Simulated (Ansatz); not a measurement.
B$_{2}$FH$_{3}$OSi: the same geometry under several functionals.

```yaml
crystal:
  periodic: [false, false, false]
  atoms:
    - {symbol: B, position_ang: [0.859420, 0.454554, 0.719354]}
    - {symbol: B, position_ang: [-0.437365, 1.248055, 0.122219]}
    - {symbol: O, position_ang: [-1.409729, 0.811284, -0.597234]}
    - {symbol: Si, position_ang: [-0.371690, -0.683795, -0.467797]}
    - {symbol: F, position_ang: [0.059560, -1.022755, -1.955403]}
    - {symbol: H, position_ang: [0.773948, 0.174266, 1.884113]}
    - {symbol: H, position_ang: [1.938038, 0.674614, 0.248412]}
    - {symbol: H, position_ang: [-1.320083, -1.713423, -0.009264]}
basis:
  gaussian: {orbitals: def2-TZVPP}
hamiltonian: {xc: {name: CAM-B3LYP}, dispersion: d4}
output: {orbitals: {seedname: orbitals}}
```

```sh
$ ansatz run in.yaml --threads 2 --pin off --events-out ev --progress --plain --max-ram 4352MiB
```

Shortened log:

```
Functional definition: CAM-B3LYP
1113 factors; their error is unknown
285 factors; integrals over basis functions are off by at most 1.2e-5 eV
mean field evaluation 1: about -14039.8466 eV, gradient 5.7e1 eV
mean field evaluation 2: about -14036.8989 eV, gradient 7.5e1 eV
mean field evaluation 4: about -14045.6491 eV, gradient 2.7e0 eV
mean field evaluation 8: about -14045.6638 eV, gradient 4.5e-2 eV
mean field evaluation 16: about -14045.6818 eV, gradient 2.6e-5 eV
mean field -14045.68181223 eV, -516.1692860945 hartree, gradient 2.6e-5 eV, S^2 0.000000; 0 other end points of the search recorded, 0 dependent functions left out
reference -14045.68193769 eV, -516.1692907049 hartree; 22, 22 occupied and 186, 186 virtual orbitals, 1113 factors
Total energy: -14045.82077332 eV, -516.1743928204 hartree
```

It took 3.4 s on 2 threads of an AMD EPYC 7B13 on a shared host, with 0.48 GiB of host memory at the peak.

Changing it to `hamiltonian: {xc: {name: r2SCANh}, dispersion: d4}` (abridged; 4.5 s):

```
Functional definition: r2SCANh
mean field evaluation 16: about -14043.7744 eV, gradient 3.8e-5 eV
mean field -14043.77443099 eV, -516.0991911268 hartree, gradient 3.8e-5 eV, S^2 0.000000
Total energy: -14043.81420373 eV, -516.1006527478 hartree
```

With the line `hamiltonian: {xc: hse06, dispersion: d4}` (abridged; 3 s):

```
Functional definition: HSE06
mean field evaluation 16: about -14037.2459 eV, gradient 4.6e-5 eV
mean field -14037.24585329 eV, -515.8592703213 hartree, gradient 4.6e-5 eV, S^2 0.000000
Total energy: -14037.37354857 eV, -515.8639630362 hartree
```

With the line `hamiltonian: {xc: {name: r2SCAN0}, dispersion: d4}` (abridged; 4.7 s):

```
Functional definition: r2SCAN0
mean field evaluation 16: about -14043.2172 eV, gradient 3.0e-5 eV
mean field -14043.21719444 eV, -516.0787130612 hartree, gradient 3.0e-5 eV, S^2 0.000000
Total energy: -14043.26143569 eV, -516.0803388970 hartree
```

The same input with `hamiltonian: {xc: {name: BHLYP}, dispersion: d4}` (abridged; 3.1 s):

```
Functional definition: BHLYP
mean field evaluation 16: about -14045.0364 eV, gradient 3.2e-5 eV
mean field -14045.03635482 eV, -516.1455659719 hartree, gradient 3.2e-5 eV, S^2 0.000000
Total energy: -14045.24487430 eV, -516.1532289218 hartree
```

With the line `hamiltonian: {xc: pbe, dispersion: d4}` and forces (abridged; 2.6 s):

```
Functional definition: PBE
mean field evaluation 16: about -14036.7741 eV, gradient 6.3e-4 eV
mean field -14036.77404998 eV, -515.8419318694 hartree, gradient 4.4e-5 eV, S^2 0.000000
Total energy: -14036.93818281 eV, -515.8479636400 hartree
Atom 0 force    -0.064806     0.020145    -0.024446 eV/Å
Atom 1 force     0.591984     0.215618     0.423618 eV/Å
Atom 2 force    -0.900249     0.056308    -0.488387 eV/Å
Atom 3 force     0.187745    -0.013855     0.549724 eV/Å
Atom 4 force     0.177415    -0.154018    -0.623617 eV/Å
Atom 5 force     0.021305    -0.022477     0.124319 eV/Å
Atom 6 force     0.126261     0.012544    -0.025873 eV/Å
Atom 7 force    -0.139655    -0.114264     0.064663 eV/Å
Dipole moment:    -0.233340    -0.100630     0.053004 e Å
```

HSE06 is the plane-wave form, built on full-range PBE exchange.
